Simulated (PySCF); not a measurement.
## Unknown compound

An unknown has the formula C5H5F2NO2. Its calculated NMR data are:

¹H NMR (400 MHz, computed): δ 5.73 (m, 1H), 5.62 (m, 1H), 4.73 (m, 1H), 4.24 (m, 1H), 3.93 (m, 1H).

¹³C{¹H} NMR (computed): δ 121.1 (C), 106.7 (CH), 105.5 (CH), 65.0 (CH2), 59.0 (CH).

PySCF calculation with σ from GIAO-PBE0/pcSseg-1 and geometry from GFN2-xTB; in vacuum, no relativistic terms, one computed conformer.

Shifts are taken against calculated references (same method and geometry level): ¹H (σ = 31.72 ppm) and ¹³C (σ = 186.93 ppm) against TMS.

Question: Propose a structure and justify it.

Answer: 
The formula gives 3 degrees of unsaturation (1 ring in the answer). 5 carbon signals for 5 carbons: no two carbons are equivalent. Carbon types of the structure: 1 × C, 3 × CH, 1 × CH2, which accounts for all hydrogens. δC 121.1: nitrile carbon; typical of a nitrile. δC 106.7, 105.5: sp3 CH bonded to F and O; 2 electronegative neighbours deshield it. δC 65.0: sp3 CH2 bonded to O; pulled downfield by the heteroatom. δC 59.0: sp3 CH bonded to O, α to a nitrile; deshielded by the electronegative neighbour. δH 5.73, 5.62: hydrogen on an sp3 CH bonded to F and O; its carbon carries F and O, which withdraws density. δH 4.73, 3.93: hydrogen on an sp3 CH2 bonded to O; its carbon carries O, an electronegative neighbour. δH 4.24: hydrogen on an sp3 CH bonded to O, α to a nitrile; its carbon carries O, an electronegative neighbour.

These data were computed for `InChI=1S/C5H5F2NO2/c6-4-5(7)10-3(1-8)2-9-4/h3-5H,2H2/t3-,4-,5-/m1/s1`.

This is the structure that produced the data.

Splittings by ¹⁹F in the carbon and heteronuclear signals aren't shown, as no couplings were computed. Shifts are as computed. Against solution values, carbons near 30 ppm lie about +3 ppm off and those near 130 ppm about +5 ppm. Of 1211 compounds with measured shifts, 218 miss one by over three times the rms of a fit or turn the order of signals round; such compounds aren't used in these exercises. Multiplicities follow the n + 1 count of equivalent neighbours, as no J values were calculated; m marks all less simple cases, F and P coupling included.
